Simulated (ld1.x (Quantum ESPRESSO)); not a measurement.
## Ca (Z = 20): excitation energies, all-electron against TM semilocal

* Element: Ca (Z = 20)
* Generator: ld1.x (Quantum ESPRESSO) 7.5
* Type: norm-conserving Troullier–Martins (semilocal form)
* Functional: LDA (PZ)
* Relativity: scalar-relativistic
* Frozen core: [Ar]
* Valence charge: 2
* Reference configuration: 3d0 4s1.5 4p0 (charge +0.5)
* Partial waves: 4s (bound): rc 2.75 bohr; 3d (bound, empty): rc 1.95 bohr; 4p (bound, empty): rc 3.20 bohr
* Local potential: the p channel
* Core correction: a·sin(br)/r model core inside 1.40 bohr

Energies are relative to the spin-unpolarised reference configuration 3d0 4s1.5 4p0; without spin polarisation the order of configurations can differ from experiment. Spin-polarised rows fill each open shell by Hund’s rule, majority spin first. The frozen-core shift is the all-electron ΔE with the core orbitals held at their reference shape minus the fully relaxed ΔE.

(1) Give the all-electron excitation energy and the error of the potential for: 3d0 4s2 4p0; 3d0 4s1 4p0; 3d0 4s1 4p1; 3d1 4s0 4p0; 3d0 4s0 4p1; 3d0.5 4s1.5 4p0; 3d1 4s1 4p0; 3d0 4s1.5 4p0 (spin-polarised); 3d0 4s1 4p0 (spin-polarised).

Levels in the configuration 3d0 4s1 4p0:

```tsv
level	all-electron (eV)	pseudo (eV)
4s	-9.175	-9.180
```

## Answers

(1)

```tsv
valence configuration	charge	ΔE all-electron (eV)	error AE − PS (meV)	frozen-core shift (meV)
3d0 4s2 4p0	0	-2.567	+0.2	+1.5
3d0 4s1 4p0	+1	3.896	-1.1	+3.8
3d0 4s1 4p1	0	-0.076	-1.3	+0.3
3d1 4s0 4p0	+1	5.233	-214	+141
3d0 4s0 4p1	+1	7.018	-13	+17
3d0.5 4s1.5 4p0	0	-1.544	-47	+49
3d1 4s1 4p0	0	-0.325	-124	+107
3d0 4s1.5 4p0 (spin-polarised)	+0.5	-0.038	0.0	+0.3
3d0 4s1 4p0 (spin-polarised)	+1	3.688	-3.3	+6.4
```
